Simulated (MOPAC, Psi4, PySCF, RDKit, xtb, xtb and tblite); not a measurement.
Two geometries of SMILES CC(C)c1ccccc1O, relaxed at GFN2-xTB with one dihedral held; other torsions can differ between them too.

Structure A

```
22

C     -1.9541     0.3126     1.3523
C     -1.3658     0.3729    -0.0588
C     -2.1124    -0.5751    -0.9991
C      0.1101     0.0564    -0.0345
C      0.5821    -1.1818     0.3738
C      1.9351    -1.4717     0.3979
C      2.8487    -0.5102     0.0079
C      2.4027     0.7326    -0.4021
C      1.0441     1.0212    -0.4254
O      0.5957     2.2471    -0.8286
H     -3.0038     0.5977     1.3333
H     -1.8782    -0.6921     1.7614
H     -1.4227     0.9935     2.0134
H     -1.4803     1.3925    -0.4360
H     -3.1610    -0.2921    -1.0604
H     -1.6839    -0.5333    -1.9980
H     -2.0548    -1.6011    -0.6435
H     -0.1239    -1.9387     0.6807
H      2.2743    -2.4447     0.7199
H      3.9074    -0.7221     0.0213
H      3.1122     1.4913    -0.7085
H      1.3503     2.7993    -1.0650
```

Structure B

```
22

C      1.9467     0.3194     1.3506
C      1.3663     0.3641    -0.0643
C      2.1159    -0.5961    -0.9896
C     -0.1104     0.0519    -0.0420
C     -0.5854    -1.1855     0.3679
C     -1.9387    -1.4711     0.3925
C     -2.8505    -0.5082    -0.0001
C     -2.4016     0.7336    -0.4084
C     -1.0428     1.0246    -0.4138
O     -0.5959     2.2551    -0.8210
H      2.9978     0.5991     1.3339
H      1.8631    -0.6797     1.7720
H      1.4143     1.0116     1.9989
H      1.4844     1.3801    -0.4509
H      3.1645    -0.3130    -1.0511
H      1.6913    -0.5688    -1.9908
H      2.0587    -1.6174    -0.6207
H      0.1192    -1.9475     0.6655
H     -2.2803    -2.4442     0.7122
H     -3.9091    -0.7209     0.0061
H     -3.1068     1.4915    -0.7247
H     -1.2171     2.6297    -1.4549
```

Question: Which is lower in energy at the level B3LYP-D3(BJ)/def2-SVP // GFN2-xTB in Psi4 1.11, and by how much?

Answer: A is lower, by 1.07 kcal/mol (dihedral C4–C9–O10–H22: 180° in A, 150° in B).

E(B) − E(A) in kcal/mol at the other levels, on the same two geometries: GFN2-xTB (xtb and tblite) 1.36; MMFF94 // GFN2-xTB (RDKit) 0.83; B3LYP/def2-SVP // GFN2-xTB (Psi4) 1.07; PBE/def2-SVP // GFN2-xTB (Psi4) 1.22; PBE-D3(BJ)/def2-SVP // GFN2-xTB (Psi4) 1.22; UFF // GFN2-xTB (RDKit) 1.05; PM7, restricted, heats of formation // GFN2-xTB (MOPAC) 0.70; AM1, restricted, heats of formation // GFN2-xTB (MOPAC) 0.62; GFN1-xTB // GFN2-xTB (xtb) 1.05; restricted B3LYP/6-31G*, spherical d, density fitting // GFN2-xTB (PySCF) 1.03; restricted B3LYP/3-21G, density fitting // GFN2-xTB (PySCF) 1.03; restricted MP2 (frozen core)/6-31G*, spherical d // GFN2-xTB (PySCF) 0.95; restricted LDA (SVWN5)/6-31G*, spherical d, density fitting // GFN2-xTB (PySCF) 1.29.
